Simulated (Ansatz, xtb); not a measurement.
## A geometry optimisation of F2GeH4Si with r2SCAN-D4/def2-SVP

The starting geometry of this gas-phase singlet has its atoms placed at random.

```xyz
8

F    -0.6831   -0.7262    1.0135
F     0.2739   -0.5035   -2.0344
Ge    0.4726   -0.1186   -0.3942
Si   -1.7971   -0.0349   -1.4826
H    -0.0979   -1.1969    1.0691
H     1.7533    0.3708   -1.3691
H     0.7049    0.5056   -1.7673
H    -0.2498    1.9399   -0.2420
```

Q: Guess where an optimisation with r2SCAN-D4/def2-SVP ends from this start.

A: It loosens into FGeHSi + FH + H2, which stay close as a complex. Distances that change by over a tenth: F1–H5 (0.75 → 0.96 Å), F2–H7 (1.13 → 2.44 Å), Ge3–H5 (1.91 → 2.74 Å), Si4–H8 (2.80 → 1.80 Å). Contacts that open: F1–Ge3 (1.92 → 2.38 Å), F2–Ge3 (1.70 → 3.35 Å), Ge3–H6 (1.68 → 2.34 Å), Ge3–H7 (1.53 → 2.33 Å). Contacts that close: F2–Si4 (2.19 → 1.65 Å), Ge3–H8 (2.19 → 1.73 Å), H6–H7 (1.13 → 0.77 Å).

The energy falls by 11.83 eV over 47 steps:

```json
{"step": "1", "E − E(last) (eV)": "11.825"}
{"step": "6", "E − E(last) (eV)": "1.206"}
{"step": "11", "E − E(last) (eV)": "0.305"}
{"step": "16", "E − E(last) (eV)": "0.169"}
{"step": "21", "E − E(last) (eV)": "0.149"}
{"step": "27", "E − E(last) (eV)": "0.141"}
{"step": "32", "E − E(last) (eV)": "0.129"}
{"step": "37", "E − E(last) (eV)": "0.042"}
{"step": "42", "E − E(last) (eV)": "0.001"}
{"step": "47", "E − E(last) (eV)": "0.000"}
```

Final geometry (Å):

```xyz
8

F    -0.5316   -0.9961    1.5636
F    -1.0465    0.5293   -2.5266
Ge    1.0620   -0.4707   -0.1176
Si   -1.1364   -0.1895   -1.0411
H    -1.3625   -0.8593    1.0973
H     2.0318    0.7709   -1.8480
H     1.3670    0.5588   -2.1822
H    -0.0071    0.8926   -0.1524
```

From the same start GFN2-xTB ends elsewhere, in pieces: FGeHSi + FH + H2.

From so rough a start the end depends on the optimiser's path, so another program may land elsewhere. The end wasn't checked by frequencies. Run with Ansatz 0.2.0, 4.7 min on 1 thread of AMD EPYC 7R43 64-Core Processor (Zen 3), on a shared host.
